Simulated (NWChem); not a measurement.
System: CH6AuN; SMILES [Au]([CH3])<-[NH3]

All runs: NWChem. The geometry was optimised at PBE0/def2-SVP. def2 effective core potentials on Au; no spin-orbit coupling. B3LYP is NWChem's, with the RPA form of VWN correlation. Vertical excitations in the gas phase; the lowest state need not have the same character in each row.

```csv
level,"lowest excitation, singlet (eV)",oscillator strength of that lowest state,orbital gap (eV)
"PBE/def2-SVP, full TDDFT",4.86,0.100,4.60
"B3LYP/def2-SVP, full TDDFT",5.18,0.115,5.90
"Hartree-Fock/def2-SVP, TDHF",[?],[?],[?]
"PBE0/def2-SVP, full TDDFT",5.42,0.118,6.42
```

Task: Some entries are withheld; supply them.

Result: 
- Hartree-Fock/def2-SVP, TDHF, lowest excitation, singlet (eV): 6.21
- Hartree-Fock/def2-SVP, TDHF, oscillator strength of that lowest state: 0.155
- Hartree-Fock/def2-SVP, TDHF, orbital gap (eV): 11.25
